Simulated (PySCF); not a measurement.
Predicted microwave data (PBE0-D3(BJ)/def2-SVP geometry optimisation, gas phase (PySCF)) for one isomer of C4H4BFO:

```
Rotational constants : A = 7943, B = 1794, C = 1464 MHz
Dipole components    : |μa| = 1.51 D, |μb| = 0.37 D, |μc| = 0.00 D
Inertial defect      : 0.00 u·Å²
κ                    : -0.90
```

Problem. Which structure is it? (One computed conformer of each.)
A. `[F:1][BH:2][c:3]1[cH:4][cH:5][o:6][cH:7]1` with F1–B2–C3–C4 180°
B. `[F:1][BH:2][c:3]1[cH:4][cH:5][cH:6][o:7]1` with F1–B2–C3–C4 -179°
C. `Bc1ccc(F)o1`

Solution. A. It is FBc1ccoc1, an asymmetric top, point group Cs. The candidates at the same level (rigid rotor, commonest isotopes):

| SMILES | A (MHz) | B (MHz) | C (MHz) | μa (D) | μb (D) | μc (D) | Δ (u·Å²) | point group | rotor |
| --- | --- | --- | --- | --- | --- | --- | --- | --- | --- |
| FBc1ccoc1 | 7943 | 1794 | 1464 | 1.51 | 0.37 | 0.00 | 0.00 | Cs | asymmetric top |
| Bc1ccc(F)o1 | 6699 | 2246 | 1682 | 0.96 | 2.01 | 0.00 | 0.00 | Cs | asymmetric top |
| FBc1ccco1 | 7938 | 1881 | 1520 | 2.51 | 0.58 | 0.00 | 0.00 | Cs | asymmetric top |

`Bc1ccc(F)o1` has B 25 % too high; `FBc1ccco1` has B 5 % too high. In the right answer the mirror of this Cs structure is the ab plane, so μc vanishes by symmetry. No structure here is proved a minimum.
